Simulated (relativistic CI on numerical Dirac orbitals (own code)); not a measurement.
Method of calculation: Dirac-Coulomb-Breit CI, orbitals from a KLI potential per configuration, model QED (radiative potential, 1s self-energy scaled to tabulated hydrogen-like ionisation energies), unscaled Slater integrals (own radial code, finite nucleus).

Configurations in the expansion (outside the closed core [Ar] 3d10): 4s2.4p3, 4s.4p4, 4s2.4p2.4d, 4p5, 4s.4p3.4d, 4s2.4p2.4f, 4s.4p3.4f, 4p4.4d, 4s.4p2.4d2, 4s2.4p.4d.4f, 4p4.4f, 4p3.4d.4f, 4s.4p2.4f2, 4s2.4p2.5s, 4p4.5s, 4s2.4p2.5p, 4s.4p2.4d.5s, 4s2.4p.4f.5s, 4s.4p3.5s, 4s2.4p2.5d, 4s.4p3.5p, 4s2.4p2.5f, 4s2.4p2.5g, 4s.4p3.5d, 4p3.4f.5s, 4s.4p3.5f, 4s2.4p2.6s, 4s2.4p.4d2, 4s2.4d3, 4s.4p.4d3, 4s2.4d2.4f, 4s.4p.4d2.4f, 4s2.4d2.5s, 4p3.4d2, 4p2.4d3, 4p2.4d2.4f, 4p2.4d2.5s, 4s2.4p.4f2, 4s2.4d.4f2, 4s.4p.4d.4f2, 4s2.4f3, 4s.4p.4f3, 4s2.4f2.5s, 4p3.4f2, 4p2.4d.4f2, 4p2.4f3, 4p2.4f2.5s, 4s.4p2.4d.4f, 4s.4p.4d.4f.5s, 4s2.4p.4d.5s, 4s.4p.4d2.5s, 4s2.4d.4f.5s, 4s2.4d.5s2, 4p3.4d.5s, 4p2.4d.4f.5s, 4p2.4d.5s2, 4s.4p2.4f.5s, 4s.4p.4f2.5s, 4s.4p.4f.5s2, 4s2.4p.5s2, 4s.4p.4d.5s2, 4s2.4f.5s2. Double excitations out of closed p, d and f shells are left out; levels of such configurations are missing from the list, as are those of other unlisted configurations, and high levels can miss mixing partners. These lack a partner that the ground configuration has and come out too high: 4s2.4p2.5p, 4s2.4p2.5d, 4s.4p3.5p, 4s2.4p2.5f, 4s2.4p2.5g.

At this charge energies of transitions that change n are usually good to better than 1 %, and those within a shell (Δn = 0) to a few per cent.

Outline of the computed level scheme of Os XLIV. Lowest level of each configuration: 4s2.4p3 2P°_3/2 at 0.000 eV; 4s2.4p2.4d 2D_3/2 at 161.185 eV; 4s.4p4 4P_5/2 at 209.082 eV; 4s.4p3.4d 4D°_5/2 at 364.054 eV; 4s2.4p2.4f 2F°_5/2 at 368.398 eV.

Some strong electric-dipole decays among the lowest 45 levels: 4s2.4p2.4d 2D_3/2 → 4s2.4p3 2P°_3/2 (2.5e+12 s⁻¹); 4s2.4p2.4d 2P_1/2 → 4s2.4p3 2P°_3/2 (2.0e+12 s⁻¹); 4s2.4p2.4d 2D_5/2 → 4s2.4p3 2P°_3/2 (1.9e+12 s⁻¹); 4s2.4p2.4d 4P_1/2 → 4s2.4p3 4S°_3/2 (1.8e+12 s⁻¹); 4s2.4p2.4d 2F_7/2 → 4s2.4p3 2D°_5/2 (1.5e+12 s⁻¹); 4s2.4p2.4d 2D_3/2 → 4s2.4p3 4S°_3/2 (1.4e+12 s⁻¹); 4s2.4p2.4d 2D_5/2 → 4s2.4p3 2D°_5/2 (9.8e+11 s⁻¹); 4s.4p3.4d 2F°_5/2 → 4s2.4p2.4d 2D_3/2 (9.1e+11 s⁻¹).

LS names give the leading component of a level, which can be under half, so a name can repeat, a term be missing and a line seem to break the LS rules.
